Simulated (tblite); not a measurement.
C8H9FS.
Z-matrix (Å and degrees, GFN2-xTB geometry), rows numbered from 1:
```
C 
C   1  1.5163
S   2  1.8269  1  112.34
C   3  1.7674  2  104.87  1    67.45
C   4  1.3939  3  116.05  2  -161.53
C   5  1.3794  4  120.56  3  -178.61
C   6  1.3845  5  118.74  4    -0.30
F   7  1.3507  6  119.22  5  -179.53
C   7  1.3818  6  121.68  5     0.56
C   9  1.3835  7  119.21  6    -0.13
H   1  1.0873  2  110.20  3    58.14
H   1  1.0881  2  109.87  3   177.86
H   1  1.0879  2  110.96  3   -61.95
H   2  1.0893  1  112.43  3   123.01
H   2  1.0899  1  110.91  3  -115.23
H   5  1.0787  4  119.07  3     1.16
H   6  1.0782  5  121.28  4  -179.91
H   9  1.0786  7  119.97  6   179.53
H  10  1.0781  4  121.19  3    -0.51
```

Level: GFN2-xTB in tblite, geometry and Hessian alike; calculated harmonic values, unscaled, isolated species. This tight-binding method is rough: wavenumbers can miss measured ones by several per cent, in bad cases by 10 to 20. One conformer, not necessarily the lowest.

Harmonic wavenumbers (cm⁻¹): 25.1, 82.8, 130.9, 167.7, 216.3, 255.8, 318.2, 338.7, 367.7, 376.4, 398.6, 472.6, 602.0, 609.8, 649.3, 682.7, 788.8, 801.1, 822.7, 860.7, 899.4, 915.1, 1001.3, 1012.4, 1023.6, 1080.2, 1098.2, 1123.1, 1169.1, 1220.4, 1234.9, 1247.4, 1260.5, 1324.7, 1401.5, 1408.1, 1451.2, 1462.5, 1486.2, 1496.3, 1577.3, 1590.4, 2984.7, 3002.5, 3028.4, 3038.4, 3047.2, 3101.3, 3103.0, 3112.8, 3114.6.

A = 2757, B = 609.5, C = 534.4 MHz; mass 156.041 u (most abundant isotopes); point group C1, symmetry number 1.

Task: Zero-point energy?

Result: Half the sum of the wavenumbers: 31992 cm⁻¹ = 382.71 kJ/mol.

Task: Give the ideal-gas entropy at 298.15 K and 1 bar in the rigid-rotor, harmonic-oscillator model (classical rotation).

Result: Translation 171.84, rotation 126.61, vibration 120.73: S = 419.2 J/(mol K).

Task: And Cp and H(298.15 K) − H(0)?

Result: Cp = 164.48 J/(mol K), of which vibrations give 131.22 (their classical limit is 51 R = 424.0); H(298.15 K) − H(0) = 28.93 kJ/mol without the zero-point energy, 19.01 from vibrations.

Task: Which modes carry the vibrational entropy at 298.15 K?

Result: 25.1 cm⁻¹: 25.87; 82.8 cm⁻¹: 16.00; 130.9 cm⁻¹: 12.27; 167.7 cm⁻¹: 10.30; 216.3 cm⁻¹: 8.33; 255.8 cm⁻¹: 7.07 J/(mol K); the other 45 give 40.90 together.

Task: How do the functions run with temperature in this model?

Result: 
```
 T (K)  S (J/(mol K))  Cp (J/(mol K))  H − H(0) (kJ/mol)  G − H(0) (kJ/mol)  ln q(vib)
    50          254.6            52.0               2.11             -10.62       0.80
   100          297.5            74.6               5.27             -24.48       1.92
373.15          459.7           197.6              42.52            -129.02       8.79
   500          524.5           245.4              70.74            -191.49      12.10
   750          637.3           310.2             140.87            -337.12      18.48
  1000          732.5           350.8             223.86            -508.68      24.44
```

q(vib) and H(0) count from the zero-point level.

Task: What must be added to the electronic energy to get the Gibbs energy at 298.15 K and 1 bar?

Result: ZPE + [H(298.15 K) − H(0)] − T·S = 382.71 + 28.93 − 124.98 = 286.66 kJ/mol.

Task: Blend soft modes into free rotors: weight 1/[1 + (100 cm⁻¹/ν̃)⁴] for the oscillator and the rest for a rotor with moment μB/(μ + B), μ = h/(8π²ν), B = 10⁻⁴⁴ kg m². What vibrational entropy results?

Result: 110.05 J/(mol K) in place of 120.73, which changes −T·S at 298.15 K by +3.19 kJ/mol.

Hindered rotation and anharmonicity are outside this model. Other conformers, if any are populated, would add a mixing term that is left out. The structure is chiral; the term R ln 2 for an equal mix with its mirror image is left out.
